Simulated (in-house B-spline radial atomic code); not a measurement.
## Response and correlation of Pm LVI (Pm55+)

Closed shell [He] 2s2 (2p1/2)2. Computed with a B-spline radial code for spherical atoms: Dirac-Hartree-Fock, relativistic RPA (time-dependent Dirac-Hartree-Fock) for the response and second-order many-body perturbation theory for correlation, no-pair Dirac-Coulomb Hamiltonian, finite nucleus.

The shells are closed in jj coupling only; the real ground state mixes other jj configurations.

| multipole (bohr³, bohr⁵, bohr⁷) | uncoupled | coupled RPA |
| --- | --- | --- |
| dipole | 0.00020378 | ? |
| quadrupole | 1.3518e-06 | 1.6065e-06 |
| octupole | 1.1696e-08 | 1.1886e-08 |

**Question.** What is the coupled dipole polarisability?

**Answer.** 0.00022661 atomic units, +11 % against the uncoupled value.

**Question.** Which subshells carry the dipole polarisability?

**Answer.** 2s1/2 90.3 %, 2p1/2 9.6 %, 1s1/2 0.1 %.

**Question.** What does the dipole shielding factor come to?

**Answer.** The dipole shielding factor is 0.098, against the exact N/Z = 6/61 = 0.098 of the non-relativistic theorem.

Dipole polarisability at imaginary frequency:

| u (Eh) | α(iu) (bohr³) |
| --- | --- |
| 0 | 0.0002266 |
| 8.38 | 0.0002148 |
| 21 | 0.0001707 |
| 41.9 | 0.0001078 |
| 62.9 | 7.57e-05 |
| 83.8 | 5.935e-05 |
| 126 | 4.328e-05 |
| 168 | 3.48e-05 |
| 210 | 2.897e-05 |
| 293 | 2.102e-05 |
| 419 | 1.378e-05 |
| 629 | 7.781e-06 |
| 838 | 4.977e-06 |
| 1260 | 2.536e-06 |
| 2100 | 1.043e-06 |
| 4190 | 2.935e-07 |

**Question.** What dispersion coefficients follow for two such ions (the dispersion part alone)?

**Answer.** C6 = (3/π)∫α(iu)²du = 1.807e-06 hartree·bohr⁶ and C8 = 8.206e-08 hartree·bohr⁸.

Lowest J = 1 odd-parity excitations:

```
energy (eV)  oscillator strength  leading channel  weight
     882.82                0.199     2s1/2 → p3/2     1.0
     6667.5               0.0394     2p1/2 → s1/2   0.998
     6939.7                0.469     2s1/2 → p1/2   0.968
     7002.1                0.995     2p1/2 → d3/2   0.968
     7134.7                0.368     2s1/2 → p3/2   0.998
     8988.3              0.00863     2p1/2 → s1/2   0.999
     9123.1                0.254     2p1/2 → d3/2   0.997
     9219.2               0.0471     2s1/2 → p1/2   0.997
```

Second-order correlation energy by the highest angular momentum of the excited pair (hartree): s -0.02062, p -0.1859, d -0.07475, f -0.01451, g -0.004265, h -0.001699, i -0.000807, k -0.0004266.

**Question.** What is the second-order correlation energy at the partial-wave limit?

**Answer.** The listed waves sum to -0.30298 hartree; extrapolating the increments as (l + 1/2)⁻⁴ gives -0.30386 hartree, -1.38 eV per electron.
